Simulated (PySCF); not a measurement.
Heteronuclear NMR

Cartesian coordinates in Å; atom numbers follow the order of the lines, from 1:
```xyz
18

F     3.725    0.881    0.190
C     2.953   -0.147   -0.253
F     3.572   -0.649   -1.324
O     1.730    0.295   -0.635
C     0.844    0.587    0.445
C    -0.446    1.059   -0.168
C    -1.351    0.107    0.008
C    -2.769    0.083   -0.462
F    -2.999   -0.939   -1.301
F    -3.629   -0.067    0.559
F    -3.117    1.202   -1.102
C    -0.760   -1.033    0.785
O     0.521   -0.557    1.175
H     2.929   -0.909    0.547
H     1.326    1.315    1.114
H    -0.534    1.987   -0.695
H    -0.675   -1.935    0.164
H    -1.327   -1.273    1.690
```

[PySCF: PBE0/pcSseg-1 with gauge-including orbitals; coordinates at the GFN2-xTB level; no relativistic terms; a single conformation; no solvent; averaged over atoms made equivalent by symmetry, fast rotation or ring inversion]

Question: Where does 19F resonate?

Answer: 
```tsv
atoms	environment	σ (ppm)	δ (ppm)
F9/F10/F11	fluorine of a CF3 group	252.2	-66.9
F1	fluorine of a CF2 group	277.1	-89.4
F3	fluorine of a CF2 group	282.6	-94.3
```

Shieldings were converted by a linear fit to measured shifts: 19F: δ = 146.13 − 0.903σ +14.6 on sp3 carbon (rms 6.0 ppm, 223 shifts, 7.0 ppm with the 5 outliers that the fit left out vs CFCl3, solution or neat liquid). A few per cent of atoms miss by over 2 rms, more outside the fitted compound classes.

On a 500 MHz spectrometer 19F resonates near 470.5 MHz, so 1 ppm is 470.5 Hz.

Question: What are the 17O shifts?

Answer: 
```
atoms   environment  σ (ppm)  δ (ppm)
   O4  ether oxygen    169.1    112.6
  O13  ether oxygen    253.1     36.1
```

Shieldings were converted by a linear fit to measured shifts: 17O: δ = 266.70 − 0.911σ (rms 10.7 ppm, 155 shifts, 12.2 ppm with the 3 outliers that the fit left out vs liquid water, solution or neat liquid). A few per cent of atoms miss by over 2 rms, more outside the fitted compound classes.

On a 300 MHz spectrometer 17O resonates near 40.7 MHz, so 1 ppm is 40.7 Hz.
